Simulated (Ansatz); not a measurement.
Gas-phase electronic energies from Ansatz, PBE0-D4/def2-TZVP geometries. CCSD(T)/CBS is the MP2 limit (def2-TZVPP, def2-QZVPP) plus CCSD(T) − MP2 in def2-TZVPP, frozen cores. This one scheme is used for every species. DFT in def2-TZVPP. B3LYP here is the variant with VWN-RPA as its local correlation; programs differ in this. Each species was taken in one conformer, which may not be the lowest.

Reaction (ligand exchange at the Al–Cl bond): `[NH2][AlH][Cl]` + CH₃OH → `C[O][AlH][NH2]` + HCl

`[NH2][AlH][Cl]`:

```xyz
6

N     0.680    0.650   -0.310
Al   -0.555   -0.406    0.356
Cl   -0.934   -2.209   -0.649
H     0.943    1.537    0.088
H     1.220    0.458   -1.138
H    -1.354   -0.031    1.654
```

CH₃OH:

```xyz
6

C    -0.201    0.279    0.093
O     0.617   -0.853    0.285
H    -0.469    0.650    1.083
H    -1.128    0.040   -0.443
H     0.317    1.083   -0.443
H     0.864   -1.199   -0.575
```

`C[O][AlH][NH2]`:

```xyz
10

C    -0.960    0.949   -1.433
O    -0.422    0.580   -0.200
Al    0.532   -0.701    0.343
N     0.966   -0.718    2.049
H    -0.585    1.934   -1.732
H    -0.713    0.239   -2.233
H    -2.052    1.013   -1.367
H     1.016   -1.842   -0.635
H     1.528   -1.431    2.483
H     0.690   -0.024    2.725
```

HCl:

```xyz
2

Cl   -0.004    0.554   -0.319
H     0.004   -0.554    0.319
```

| level | ΔE (kJ/mol) | difference from CCSD(T)/CBS |
| --- | --- | --- |
| PBE0-D4 | 41.2 | 3.9 |
| BLYP | 32.6 | -4.7 |
| B3LYP | 34.7 | -2.6 |
| BHLYP | 36.6 | -0.7 |
| CAM-B3LYP | 32.0 | -5.3 |
| LC-ωPBE | 38.0 | 0.7 |
| CCSD(T)/def2-SVP | 33.4 | -3.9 |
| SCS-MP2/def2-TZVPP | 33.4 | -3.9 |
| HF/def2-QZVPP | 40.4 | 3.1 |
| MP2/def2-QZVPP | 36.6 | -0.7 |
| CCSD(T)/CBS | 37.3 | 0 |

Largest T1 diagnostic among the species: 0.011.

Leaving LDA and LC-ωPBE aside and taking each functional with its dispersion term where it has one, the values, not all of them listed here, spread over 11.5 kJ/mol, from BLYP-D4 to HSE06-D4. LDA lies −7.1 kJ/mol from PBE without D4. At CCSD(T), def2-SVP lies −3.9 kJ/mol from the extrapolated value and def2-TZVPP −3.5 kJ/mol. From BLYP to BHLYP (50 % exact exchange), in def2-TZVPP and without D4, ΔE moves by +4.0 kJ/mol.
